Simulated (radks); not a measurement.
Results of a calculation; reference values are marked as such.
The selenium ion Se+, configuration [Ar] 3d10 4s2 4p3. Level of theory: non-relativistic Kohn-Sham, LDA (Slater exchange, Perdew-Wang correlation), spin-polarised, spherical densities, point nucleus; open shells are filled with parallel spins first (a radial shooting solver on a logarithmic mesh with Libxc functionals).

Unscreened Slater integrals over Kohn-Sham orbitals (eV). They are taken over the spin-up orbitals.

integral     value
F0(4p,4p)   11.690
F2(4p,4p)   6.1124
F0(4p,4s)   12.631
G1(4p,4s)   8.3816
F0(4p,3d)   15.263
F2(4p,3d)   3.0491
G1(4p,3d)   1.0476
G3(4p,3d)  0.94734
F0(4p,3p)   15.329
F2(4p,3p)   2.8558
G0(4p,3p)  0.69991
G2(4p,3p)  0.80680
F0(4s,4s)   13.875
F0(4s,3d)   17.742
G2(4s,3d)   1.5172
F0(4s,3p)   17.841
G1(4s,3p)   1.1614
F0(3d,3d)   39.805
F2(3d,3d)   18.873
F4(3d,3d)   11.834
F0(3d,3p)   40.339
F2(3d,3p)   19.263
G1(3d,3p)   23.341
G3(3d,3p)   14.414
F0(3p,3p)   41.277
F2(3p,3p)   20.668

Derived for the open shells (J is the average intra-shell exchange parameter used in DFT+U). 4p: J = F2/5 = 1.222 eV.
